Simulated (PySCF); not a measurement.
C7H7F2: g tensor and hyperfine couplings

C7H7F2 (doublet state).
Numbering: `[H]/[C:1]=[C:2](\[CH:3]=[CH:4]\[F:5])[C:6](/[CH3:7])=[CH:8]/[F:9]` (hydrogens: H10 on C1; H11 on C3; H12 on C4; H13, H14, H15 on C7; H16 on C8)

Cartesian coordinates in Å at the GFN2-xTB level; atoms count from 1:
```xyz
16
C7H7F2 angstrom
C      0.751   -1.459    1.082
C      0.414   -0.353    0.467
C      1.440    0.672    0.162
C      2.376    1.039    1.021
F      3.311    1.944    0.692
C     -0.957   -0.112   -0.004
C     -1.878   -1.294   -0.027
C     -1.349    1.107   -0.361
F     -2.602    1.357   -0.785
H      1.624   -1.897    1.503
H      1.421    1.097   -0.832
H      2.485    0.691    2.038
H     -1.526   -2.024   -0.754
H     -2.888   -0.992   -0.288
H     -1.878   -1.772    0.950
H     -0.751    2.006   -0.340
```

The hyperfine couplings belong to this conformer and change with its torsions.

Computed with UKS B3LYP, pcH-1 on C F H, non-relativistic, mean-field spin-orbit, GIAO in PySCF 2.14.0. One conformer (not necessarily the lowest) at the GFN2-xTB geometry, without solvent, vibrations or thermal averaging. Couplings are sensitive to structure, and on GFN2-xTB geometries they can be far from those on DFT ones. The frame is twisted about the C2–C3 bond at this geometry (dihedral C6–C2–C3–H11 = -42°); couplings at other torsion angles weren't computed. The SCF solution wasn't tested for stability.

```json
{
  "g1, g2, g3": "2.00158, 2.00218, 2.00273",
  "g_iso": "2.00216",
  "Form of g": "rhombic: the two nearest values differ by 48 % of g3 − g1",
  "⟨S²⟩": "0.7632 (exact 0.7500)",
  "α and β electrons": "34, 33",
  "Total energy": "-470.51948 Eh"
}
```

Hyperfine couplings atom by atom, in MHz; T1 to T3 are the principal values of the dipolar part; ρ(0) is the spin density at the nucleus:

```
atom  isotope  a_iso     T1     T2     T3  Mulliken spin population  ρ(0) (bohr⁻³)
  C1      13C  305.5  -85.5  -58.9  144.4                      1.07         0.2718
  C2      13C  -11.8  -20.0    2.3   17.7                     -0.16        -0.0105
  C3      13C   74.1   -7.4   -5.3   12.8                      0.07         0.0659
  C4      13C   -5.8   -2.9    0.5    2.4                     -0.01        -0.0052
  F5      19F    7.1  -12.5   -1.1   13.6                      0.00         0.0017
  C6      13C   42.7   -4.6    0.3    4.3                      0.06         0.0380
  C7      13C    4.2   -1.8   -0.6    2.4                      0.00         0.0037
  C8      13C   -3.0   -7.7    3.2    4.5                     -0.04        -0.0027
  F9      19F    2.4  -26.8    7.6   19.2                      0.00         0.0006
 H10       1H   35.4  -33.2   -8.7   42.0                      0.01         0.0079
 H11       1H    4.6   -4.2   -1.5    5.6                      0.00         0.0010
 H12       1H    0.3   -3.3   -2.1    5.4                      0.00         0.0001
 H13       1H    2.3   -3.7   -2.7    6.4                      0.00         0.0005
 H14       1H    2.5   -1.9   -1.5    3.4                      0.00         0.0006
 H15       1H    6.7   -6.7   -3.7   10.4                      0.00         0.0015
 H16       1H    2.9   -2.1   -1.3    3.4                      0.00         0.0007
```

The largest Mulliken spin populations are on C1 (+1.07), C2 (-0.16) and C3 (+0.07). No atom but C1 exceeds +0.15. The positive populations add up to 1.22 and the negative ones to -0.22, together 2S = 1.

Axes: g1 points within 7° of the C2–C6 bond.

Under fast tumbling the dipolar parts average out, and these isotropic splittings remain: 1 × 1H (H10, I = 1/2, 2 lines) with 1.26 mT, 1 × 19F (F5, I = 1/2, 2 lines) with 0.26 mT, 1 × 1H (H11, I = 1/2, 2 lines) with 0.17 mT, 3 × 1H (H13/H14/H15, I = 1/2, 4 lines) with 0.14 mT, 1 × 1H (H16, I = 1/2, 2 lines) with 0.10 mT and 1 × 19F (F9, I = 1/2, 2 lines) with 0.09 mT.

Nuclei that the bonding pattern makes equivalent are averaged, as if the motion that swaps them (rotation, inversion, ring flip) were fast.

The 13C coupling of C1 (305.5 MHz) shows only in satellite lines or after enrichment, since that isotope makes up about 1.07 % of natural carbon.

Hardware: one thread of an Arm Neoverse V2, shared host. Cost: 95 s (with the writing of density and orbital grids), 1.1 GiB resident at most.
